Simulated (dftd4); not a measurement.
H₈Si₃, charge +1, doublet, geometry from GFN2-xTB (a state made from the parent by changing its charge; the spin is typed, not shown lowest); D4 for tpss in dftd4.

Here is a job for dftd4.
```
$ dftd4 mol.xyz --func tpss --charge 1 --json dftd4.json --noedisp --grad

# file mol.xyz
11

Si     1.73006259     0.88617971    -0.01821925
Si     0.21430832    -1.03910606    -0.11847187
Si    -1.93611862     0.11291389     0.13212917
H      3.05494759     0.29289400    -0.13804698
H      1.35438441     1.72882927    -1.14918317
H      1.47531091     1.50967649     1.27664176
H      0.46584425    -2.03082472     0.92986925
H      0.32388443    -1.79829328    -1.36643948
H     -2.00324331     1.05008294    -0.98479523
H     -1.86962290     0.76938187     1.43401237
H     -2.91703742    -0.96157215     0.06180881
```

It wrote (shortened):

```
                    ____  _____ _____     ____  _  _
      -------------|  _ \|  ___|_   _|---|  _ \| || |------------
     |             | | | | |_    | | ___ | | | | || |_           |
     |             | |_| |  _|   | ||___|| |_| |__   _|          |
     |             |____/|_|     |_|     |____/   |_|            |
     |             ===================================           |
     |            E. Caldeweyher, S. Ehlert & S. Grimme          |
     |          Mulliken Center for Theoretical Chemistry        |
     |                    University of Bonn                     |
      -----------------------------------------------------------

Rational (Becke-Johnson) damping: tpss-D4-ATM
---------------------
  s6         1.0000
  s8         1.7660
  s9         1.0000
  a1         0.4282
  a2         4.5426
 alp        16.0000
--------------------

Dispersion energy:      -1.0002203727135E-02 Eh

Gradient norm:           7.6709740709606E-04 Eh/a0
--------------------------------------------------
     #    Z           dE/dx      dE/dy      dE/dz
--------------------------------------------------
     1   14 Si    4.412E-04  1.211E-04 -1.516E-05
     2   14 Si    3.033E-05 -1.471E-04 -1.677E-05
     3   14 Si   -4.523E-04 -6.732E-05  2.129E-05
     4    1 H     7.174E-05  5.171E-05  9.578E-07
     5    1 H     1.191E-04  9.571E-05 -3.543E-05
     6    1 H     1.247E-04  8.992E-05  3.916E-05
     7    1 H     2.623E-05 -1.205E-04  2.066E-05
     8    1 H     2.206E-05 -1.136E-04 -4.736E-05
     9    1 H    -1.515E-04  4.019E-05 -2.433E-05
    10    1 H    -1.453E-04  3.144E-05  4.993E-05
    11    1 H    -8.621E-05  1.844E-05  7.040E-06
--------------------------------------------------

Virial:
--------------------------------------------------
      component           x          y          z
--------------------------------------------------
          x       5.775E-03  8.364E-04 -2.441E-04
          y       8.364E-04  2.016E-03  1.017E-04
          z      -2.441E-04  1.017E-04  5.207E-04
--------------------------------------------------

[Info] Dispersion results written to 'dftd4.txt'
[Info] JSON dump of results written to 'dftd4.json'
```
